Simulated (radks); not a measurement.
Problem. Ga15+, 16 electrons, occupied as [Ne] 3s2 3p4 (the NIST ground configuration). All-electron calculation, scalar-relativistic Kohn-Sham, PBE, spin-polarised, spherical densities, point nucleus; open shells are filled with parallel spins first. Program: a radial shooting solver on a logarithmic mesh with Libxc functionals. Some entries of the table are withheld. Estimate them.

orbital  occ.  eigenvalue (hartree)  r(max) (bohr)
1s up       1             -395.3472        0.03179
1s down     1             -395.2773        0.03179
2s up       1             -65.61219         0.1819
2s down     1             -65.55944         0.1820
2p up       3             -59.70135         0.1461
2p down     3             -59.62334         0.1462
3s up       1             -21.56695         0.5227
3s down     1             -21.31192         0.5231
3p up       3             -19.70290         0.5115
3p down     1             -19.45016         0.5118
3d up       0             -16.92744            (1)
3d down     0             -16.70901            (2)
4s up       0             -10.30929            (3)
4s down     0             -10.22427            (4)
4p up       0                   (5)          1.131
4p down     0                   (6)          1.136

Solution. 
(1) 3d up r(max) (bohr): 0.4315
(2) 3d down r(max) (bohr): 0.4290
(3) 4s up r(max) (bohr): 1.111
(4) 4s down r(max) (bohr): 1.115
(5) 4p up eigenvalue (hartree): -9.59733
(6) 4p down eigenvalue (hartree): -9.51554
